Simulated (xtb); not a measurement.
Br3Pb, charge -1, singlet, geometry from GFN2-xTB (such geometries of metal compounds can be far from the true shape); xtb 6.7.1 with GFN0-xTB.

Here is a job for xtb.
```
$ xtb mol.xyz --gfn 0 --chrg -1 --json

# file mol.xyz
4

Pb     0.00381371    -0.00015158     0.64375725
Br     0.60057734    -2.35520043    -0.50687391
Br     1.73497476     1.70048433    -0.51263926
Br    -2.34448708     0.65507125    -0.48871810
```

What does xtb print? Leave out banner, timings and long lists.


```
   ID    Z sym.   atoms
    1   82 Pb     1
    2   35 Br     2-4

           -------------------------------------------------
          |                Calculation Setup                |
           -------------------------------------------------

           -------------------------------------------------
          |                 G F N 0 - x T B                 |
           -------------------------------------------------

          ...................................................
          :                      SETUP                      :
          :.................................................:
          :  # basis functions                  34          :
          :  # atomic orbitals                  31          :
          :  # shells                           11          :
          :  # electrons                        26          :
          :  electronic temp.          300.0000000     K    :
          :  accuracy                    1.0000000          :
          :  -> integral cutoff          0.2500000E+02      :
          :  -> integral neglect         0.1000000E-07      :
          ...................................................

         :::::::::::::::::::::::::::::::::::::::::::::::::::::
         ::                     SUMMARY                     ::
         :::::::::::::::::::::::::::::::::::::::::::::::::::::
         :: total energy             -14.988148585227 Eh    ::
         :: gradient norm              0.012359084738 Eh/a0 ::
         :: HOMO-LUMO gap              5.190586779689 eV    ::
         ::.................................................::
         :: H0 energy                -13.736827769034 Eh    ::
         :: repulsion energy           0.003064910117 Eh    ::
         :: electrostat energy        -1.252996644212 Eh    ::
         :: -> Gsolv                   0.000000000000 Eh    ::
         ::    -> Gsasa                0.000000000000 Eh    ::
         ::    -> Gshift               0.000000000000 Eh    ::
         :: dispersion energy         -0.001389082097 Eh    ::
         :: short-range corr.          0.000000000000 Eh    ::
         :: add. restraining           0.000000000000 Eh    ::
         :: total charge              -1.000000000000 e     ::
         :::::::::::::::::::::::::::::::::::::::::::::::::::::

           -------------------------------------------------
          |                Property Printout                |
           -------------------------------------------------

    * Orbital Energies and Occupations

         #    Occupation            Energy/Eh            Energy/eV
      -------------------------------------------------------------
         1        2.0000           -0.7902873             -21.5048
         2        2.0000           -0.7317996             -19.9133
         3        2.0000           -0.7317996             -19.9133
         4        2.0000           -0.7251270             -19.7317
         5        2.0000           -0.4639332             -12.6243
         6        2.0000           -0.4639332             -12.6243
         7        2.0000           -0.4493781             -12.2282
         8        2.0000           -0.4216701             -11.4742
         9        2.0000           -0.4216701             -11.4742
        10        2.0000           -0.4200480             -11.4301
        11        2.0000           -0.4198943             -11.4259
        12        2.0000           -0.4198943             -11.4259
        13        2.0000           -0.4089790             -11.1289 (HOMO)
        14                         -0.2182285              -5.9383 (LUMO)
        15                         -0.1616317              -4.3982
        16                         -0.1616317              -4.3982
        17                         -0.0509574              -1.3866
        18                         -0.0509574              -1.3866
        19                         -0.0491906              -1.3385
        20                         -0.0474109              -1.2901
        21                         -0.0474109              -1.2901
        22                         -0.0463127              -1.2602
        23                         -0.0458936              -1.2488
        24                         -0.0458936              -1.2488
       ...                                ...                  ...
        31                          0.2426321               6.6024
      -------------------------------------------------------------
                  HL-Gap            0.1907506 Eh            5.1906 eV
             Fermi-level            0.0000000 Eh            0.0000 eV

     #   Z          covCN         q      C6AA      α(0)
     1  82 Pb       2.586     0.186   484.485    43.494
     2  35 Br       0.862    -0.395   191.551    22.329
     3  35 Br       0.862    -0.395   191.551    22.329
     4  35 Br       0.862    -0.395   191.551    22.329

 Mol. C6AA /au·bohr⁶  :       4011.582527
 Mol. C8AA /au·bohr⁸  :     366111.394850
 Mol. α(0) /au        :        110.482053

Wiberg/Mayer (AO) data.
largest (>0.10) Wiberg bond orders for each atom

 ---------------------------------------------------------------------------
     #   Z sym  total        # sym  WBO       # sym  WBO       # sym  WBO
 ---------------------------------------------------------------------------
     1  82 Pb   2.455 --     3 Br   0.818     4 Br   0.818     2 Br   0.818
     2  35 Br   0.946 --     1 Pb   0.818
     3  35 Br   0.946 --     1 Pb   0.818
     4  35 Br   0.946 --     1 Pb   0.818
 ---------------------------------------------------------------------------

Topologies differ in total number of bonds
Writing topology from bond orders to xtbtopo.mol

 dipole moment from electron density (au)
     X       Y       Z
   0.0137  -0.0005   2.3127  total (Debye):    5.878

           -------------------------------------------------
          | TOTAL ENERGY              -14.988148585227 Eh   |
          | GRADIENT NORM               0.012359084738 Eh/α |
          | HOMO-LUMO GAP               5.190586779689 eV   |
           -------------------------------------------------

normal termination of xtb
```
